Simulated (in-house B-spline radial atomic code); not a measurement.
Ionisation energies along the 28-electron series, configuration [Ar] 3d10, as differences of self-consistent energies. Dirac energy differences include first-order Breit, QED and recoil terms. NIST's values go from ground level to ground level; the uncertainty of those that are theory runs from under 0.1 % in few-electron ions to several per cent in heavy many-electron ones. Computed with a radial B-spline atomic code at the basis-set limit: Dirac-Hartree-Fock, average of the configuration, finite nuclei.

| ion | configuration after | ionisation energy (eV) | IE/(q+1)² (eV) | Breit and QED recoil part (eV) | tabulated value (eV) | tabulated kind | computed minus tabulated (eV) |
| --- | --- | --- | --- | --- | --- | --- | --- |
| Zr12+ | [Ar] 3d9 | 426.7 | 2.525 | -0.088256 | 426 | tabulated theory | 0.7 |
| Nb13+ | [Ar] 3d9 | 483.3 | 2.4656 | -0.11152 | 482.5 | semi-empirical | 0.8 |
| Mo14+ | [Ar] 3d9 | ? | ? | ? | ? | semi-empirical | ? |
| Tc15+ | [Ar] 3d9 | 605.6 | 2.3658 | -0.16711 | 604 | tabulated theory | 1.6 |
| Ru16+ | [Ar] 3d9 | 671.5 | 2.3234 | -0.19968 | 670 | tabulated theory | 1.5 |
| Rh17+ | [Ar] 3d9 | 740.4 | 2.2852 | -0.23566 | 739 | tabulated theory | 1.4 |
| Pd18+ | [Ar] 3d9 | ? | ? | ? | ? | tabulated theory | ? |
| Ag19+ | [Ar] 3d9 | 887.5 | 2.2187 | -0.31833 | 885 | tabulated theory | 2.5 |
| Cd20+ | [Ar] 3d9 | ? | ? | ? | ? | tabulated theory | ? |
| In21+ | [Ar] 3d9 | 1046.8 | 2.1629 | -0.41622 | 1043 | tabulated theory | 3.8 |
| Sn22+ | [Ar] 3d9 | 1131.1 | 2.1383 | -0.47124 | 1127 | tabulated theory | 4.1 |
| Sb23+ | [Ar] 3d9 | 1218.5 | 2.1155 | -0.53052 | 1214 | tabulated theory | 4.5 |
| Te24+ | [Ar] 3d9 | 1309.0 | 2.0943 | -0.59414 | 1304 | tabulated theory | 5.0 |
| I25+ | [Ar] 3d9 | 1402.5 | 2.0747 | -0.66238 | 1397 | tabulated theory | 5.5 |
| Xe26+ | [Ar] 3d9 | 1499.1 | 2.0563 | -0.73523 | 1493 | tabulated theory | 6.1 |
| Cs27+ | [Ar] 3d9 | 1598.7 | 2.0392 | -0.81295 | 1592 | tabulated theory | 6.7 |
| Ba28+ | [Ar] 3d9 | 1701.4 | 2.0231 | -0.89561 | 1695 | tabulated theory | 6.4 |

(1) Fill in the row of Mo14+.

(2) Fill in the row of Pd18+.

(3) Fill in the row of Cd20+.

Where a p, d or f electron is removed, the computed value is a mean over both j, so it misses the tabulated one by a part of the spin-orbit splitting; averaging over terms and missing correlation add to the gap, relatively most at low charge.

## Answers

(1) ionisation energy (eV): 542.9; IE/(q+1)² (eV): 2.4129; Breit and QED recoil part (eV): -0.13775; tabulated value (eV): 544; computed minus tabulated (eV): -1.1.

(2) ionisation energy (eV): 812.4; IE/(q+1)² (eV): 2.2504; Breit and QED recoil part (eV): -0.27516; tabulated value (eV): 810; computed minus tabulated (eV): 2.4.

(3) ionisation energy (eV): 965.6; IE/(q+1)² (eV): 2.1896; Breit and QED recoil part (eV): -0.36528; tabulated value (eV): 963; computed minus tabulated (eV): 2.6.
